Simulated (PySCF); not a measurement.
## Radial density of Se⁺ (selenium, charge +1)

UHF, [Ar] 3d10 4s2 4p3, high-spin 4S determinant. Calculation: PySCF 2.14, in aug-cc-pVDZ-DK (6s5p3d, 36 functions); scalar relativity by spin-free X2C-1e.

| r (bohr) | 4πr²ρ (e/bohr) | 4πr²(ρα − ρβ) |
| --- | --- | --- |
| 0.000984 | 0.5488 | 0.0000 |
| 0.00166 | 1.314 | 0.0000 |
| 0.00278 | 3.097 | 0.0000 |
| 0.00468 | 7.020 | 0.0000 |
| 0.00788 | 14.72 | 0.0002 |
| 0.0133 | 26.96 | 0.0010 |
| 0.0223 | 39.38 | 0.0054 |
| 0.0375 | 40.82 | 0.0241 |
| 0.0631 | 34.08 | 0.0755 |
| 0.106 | 44.71 | 0.1149 |
| 0.178 | 44.05 | 0.0075 |
| 0.300 | 26.11 | 0.1045 |
| 0.505 | 32.92 | 0.2262 |
| 0.849 | 12.89 | 0.0834 |
| 1.43 | 3.909 | 1.4772 |
| 2.40 | 1.783 | 1.1896 |
| 4.04 | 0.1690 | 0.1437 |
| 6.80 | 7.305e-05 | 0.0001 |

Densities and radii are taken from the X2C orbitals without a picture-change correction, which distorts them close to the nucleus.
